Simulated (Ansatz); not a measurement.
Species: C₄H₁₁BO₃, net charge 0, singlet state. 
Coordinates optimised at B3LYP-D3(BJ)/def2-TZVP (Ansatz, an electronic-structure program):
```xyz
19

C     -1.2499     0.9599    -1.0971
C     -1.0531    -0.1174    -0.0327
C     -1.2686     0.4381     1.3733
C     -1.9830    -1.2984    -0.2892
O      0.2820    -0.6722    -0.1398
B      1.4611    -0.0111     0.0087
O      2.6369    -0.7123    -0.1305
O      1.5348     1.3301     0.2925
H     -2.2794     1.3213    -1.0773
H     -1.0511     0.5493    -2.0883
H     -0.5837     1.8035    -0.9263
H     -1.0828    -0.3387     2.1167
H     -2.2988     0.7799     1.4866
H     -0.6025     1.2768     1.5679
H     -3.0259    -0.9838    -0.2306
H     -1.8006    -1.7159    -1.2801
H     -1.8136    -2.0814     0.4508
H      2.4826    -1.6411    -0.3279
H      2.4474     1.6277     0.3622
```

Quantity: atomisation energy (electronic, to ground-state atoms); the coupled-cluster value holds the core correlation from cc-pwCVTZ, in kJ/mol. Cores are frozen in the correlated levels unless marked. UHF or UKS for open shells. No spin-orbit coupling. Non-relativistic. CBS(X,Y): correlation extrapolated as X^-3; Hartree-Fock from the larger set. [CCSD(T)-MP2]/basis is that difference in the basis named.

Level to compare with: RI-MP2/CBS(aug-cc-pVTZ,aug-cc-pVQZ)+[CCSD(T)-MP2]/aug-cc-pVTZ plus the core term (Ansatz), 8010.3 kJ/mol. It is a level with limits of its own, and the differences hold the functionals' basis error too.

Rank these functionals by how close they come to RI-MP2/CBS(aug-cc-pVTZ,aug-cc-pVQZ)+[CCSD(T)-MP2]/aug-cc-pVTZ, closest first: wB97X/def2-TZVPD (Ansatz); CAM-B3LYP/def2-TZVPD (Ansatz); r2SCAN/def2-TZVPD (Ansatz).

r2SCAN/def2-TZVPD (meta-GGA, 7978.9 kJ/mol, difference -31.4), CAM-B3LYP/def2-TZVPD (range-separated hybrid, 7973.6 kJ/mol, difference -36.7), wB97X/def2-TZVPD (range-separated hybrid, 7941.7 kJ/mol, difference -68.6)
